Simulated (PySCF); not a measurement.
**RbP⁺: frontier orbitals**

PBEsol at R = 3.772 Å; Rb def2-SVP with ECP28, P def2-SVP; scalar-relativistic core potentials (PySCF 2.14). State: ⁴Σ⁻ (quartet), unpaired electrons σ ↑, π ↑↑. Only the outer orbitals are listed, counted within each symmetry, core potentials removing the inner ones.

```csv
spin,orbital,occ.,ε (eV),on Rb (%),main shells (%)
α,4σ,1,-37.65,100,100 Rb s
α,5σ,1,-21.39,100,100 Rb p
α,2π,1,-21.38,100,100 Rb p
α,2π,1,-21.38,100,100 Rb p
α,6σ,1,-18.48,0,100 P s
α,7σ,1,-10.29,4,96 P p
α,3π,1,-10.02,2,98 P p
α,3π,1,-10.02,2,98 P p
α,8σ,0,-5.67,98,98 Rb s
α,4π,0,-3.42,99,97 Rb p
α,4π,0,-3.42,99,97 Rb p
β,4σ,1,-37.65,100,100 Rb s
β,2π,1,-21.38,100,100 Rb p
β,2π,1,-21.38,100,100 Rb p
β,5σ,1,-21.37,100,100 Rb p
β,6σ,1,-15.79,1,99 P s
β,7σ,0,-7.86,11,"88 P p, 8 Rb s"
β,3π,0,-7.45,4,96 P p
β,3π,0,-7.45,4,96 P p
```

**Question.** Which are the highest filled and the lowest empty level, where do they sit, and how wide is the gap?

**Answer.** Highest filled α 3π at -10.02 eV (in %: 98 P p); lowest empty β 7σ at -7.86 eV (in %: 88 P p, 8 Rb s); the gap at PBEsol is 2.16 eV.

```json
{
 "bond order (Mayer)": "0.16",
 "⟨S²⟩": "3.750",
 "charge on Rb (Mulliken, basis-dependent)": "0.92",
 "charge on Rb (Löwdin, basis-dependent)": "0.77",
 "dipole moment (positive dipole points towards P; it is taken about the centre of mass and depends on that origin)": "-3.64 D"
}
```

Spin–orbit coupling is left out. The state was picked by a PBE0 search and need not be the measured ground state.
